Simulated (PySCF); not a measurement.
## Molecular orbitals of HfO

PBE0 at R = 1.692 Å; PySCF, spin-free X2C with a Gaussian nucleus, basis sets Hf x2c-TZVPPall, O x2c-TZVPPall. State: singlet, closed shell. Only the outer orbitals are listed, counted within each symmetry.

| orbital | occ. | ε (eV) | on Hf (%) | main shells (%) |
| --- | --- | --- | --- | --- |
| 14σ | 2 | -24.52 | 15 | 84 O s |
| 7π | 2 | -10.07 | 36 | 64 O p, 18 Hf f, 16 Hf d |
| 7π | 2 | -10.07 | 36 | 64 O p, 18 Hf f, 16 Hf d |
| 15σ | 2 | -9.74 | 23 | 71 O p, 19 Hf d |
| 3δ | 2 | -8.48 | 100 | 100 Hf f |
| 8π | 2 | -8.17 | 90 | 83 Hf f, 10 O p |
| 8π | 2 | -8.17 | 90 | 83 Hf f, 10 O p |
| 16σ | 2 | -5.85 | 99 | 83 Hf s, 12 Hf d |
| 4δ | 0 | -2.47 | 100 | 100 Hf d |
| 4δ | 0 | -2.45 | 100 | 100 Hf d |
| 9π | 0 | -1.64 | 96 | 64 Hf p, 32 Hf d |

Task: Which are the highest filled and the lowest empty level, where do they sit, and how wide is the gap?

Result: Highest filled 16σ at -5.85 eV (in %: 83 Hf s, 12 Hf d); lowest empty 4δ at -2.47 eV (in %: 100 Hf d); the gap at PBE0 is 3.38 eV.

```
bond order (Mayer)                              : 2.46
⟨S²⟩                                            : 0.000
charge on Hf (Mulliken, basis-dependent)        : 0.42
charge on Hf (Löwdin, basis-dependent)          : 0.06
dipole moment (positive dipole means Hf(−)O(+)) : -3.21 D
polarisability along the bond                   : 72.8 bohr³
polarisability across the bond                  : 86.9 bohr³
```

Spin–orbit coupling is left out.
